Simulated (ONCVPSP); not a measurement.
## Before and after: ONCV potential for aluminium

ONCVPSP 4.0.1 input, shortened (lines: element, Z, core and valence counts, functional; n l f; lmax; l rc ep ncon nbas qcut; lloc lpopt rc5 dvloc0; l nproj debl; icmod fcfact rcfact), BLYP, non-relativistic:

```
  Al 13.00    3    1  -106131      upf
    1    0    2.00
    2    0    2.00
    2    1    6.00
    3    0    1.00
    2
    0    1.80    0.00    4    7    4.00
    1    1.95    0.05    3    8    4.30
    2    1.50    0.27    4    8    7.30
    4    5    1.45    0.00
    0    2    3.50
    1    1    1.80
    2    2    3.90
    3    5.50    1.30
```

Change: core correction Teter function, fcfact 5.5, rcfact 2.06.

Cutoffs: the cutoffs (Ha) at which the residual kinetic energy of the hardest occupied pseudo-wave falls to 1 and 0.1 mHa per electron; they do not see the model core or the augmentation charge, which bear on the density cutoff. Errors are all-electron minus pseudo energies relative to the spin-unpolarised reference configuration.

Task: What does the change do?

Result: The potential gets neither clearly harder nor softer (6.6 Ha and 9.4 Ha → 6.6 Ha and 9.4 Ha); of the 4 tests that both files solve, the error grows in 3 and shrinks in 0 by more than 15 % and 0.3 meV (median size 148.8 → 276.2 meV); neither file shows a bound ghost. A model core, the more so a compact one, raises the density cutoff, which this test does not measure.

```csv
quantity,base,changed
"cutoff, loose",6.6 Ha,6.6 Ha
"cutoff, tight",9.4 Ha,9.4 Ha
bound ghosts,none,none
GHOST(+) flags under 300 eV,s at 132.4 eV,s at 132.4 eV
"error for 3s2 3p1, meV [ΔE -24.82 eV]",+174,-397
"error for 3s2, meV [ΔE -19.18 eV]",+51,-173
"error for 3s2 3p0.5, meV [ΔE -22.80 eV]",+124,-278
"error for 3s1 3p2, meV [ΔE -19.66 eV]",+252,-275
s: phases at 1.83 bohr within 0.05 rad from the reference energy up to (Ha; the scan ends near 5),3.7,3.7
p: phases at 1.99 bohr within 0.05 rad from the reference energy up to (Ha; the scan ends near 5),1.6,1.6
d: phases at 1.53 bohr within 0.05 rad from the reference energy up to (Ha; the scan ends near 5),to the end of the scan,to the end of the scan
"rms error of d²Exc/dni dnj with the model core, mHa",13.33,18.53
```

Base: The cutoffs count occupied waves only; projector 1 of the d channel, the hardest unoccupied one, needs 18 Ha at the loose tolerance. Changed file: The cutoffs count occupied waves only; projector 1 of the d channel, the hardest unoccupied one, needs 18 Ha at the loose tolerance.
